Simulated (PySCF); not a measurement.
## Shifts of the heteroatoms

Atoms are numbered as in `[O:1]=[C:2]([Cl:3])[c:4]1[cH:5][cH:6][cH:7][cH:8][c:9]1[F:10]`. Each H is labelled by its parent atom.

Calculated, not measured (PySCF): NMR shieldings at PBE0/pcSseg-1/GIAO, geometry from GFN2-xTB. One conformer, in vacuum, non-relativistic.

Question: What are the 19F shifts?

Answer: 
```
atoms    environment  σ (ppm)  δ (ppm)
  F10  aryl fluorine    276.4   -103.4
```

Shieldings were converted by a linear fit to measured shifts: 19F (scatter 6.0 ppm rms, 7.0 ppm with the 5 outliers that the fit left out vs CFCl3, solution or neat liquid, with a term for F on sp3 carbon). A few per cent of atoms miss by over 2 rms, more outside the fitted compound classes.

On a 500 MHz spectrometer 19F resonates near 470.5 MHz, so 1 ppm is 470.5 Hz.

Question: Predict the 17O NMR data.

Answer: 
```
atoms      environment  σ (ppm)  δ (ppm)
   O1  carbonyl oxygen   -237.2    482.8
```

Shieldings were converted by a linear fit to measured shifts: 17O: δ = 266.70 − 0.911σ (rms 10.7 ppm, 155 shifts, 12.2 ppm with the 3 outliers that the fit left out vs liquid water, solution or neat liquid). A few per cent of atoms miss by over 2 rms, more outside the fitted compound classes.

On a 500 MHz spectrometer 17O resonates near 67.8 MHz, so 1 ppm is 67.8 Hz.
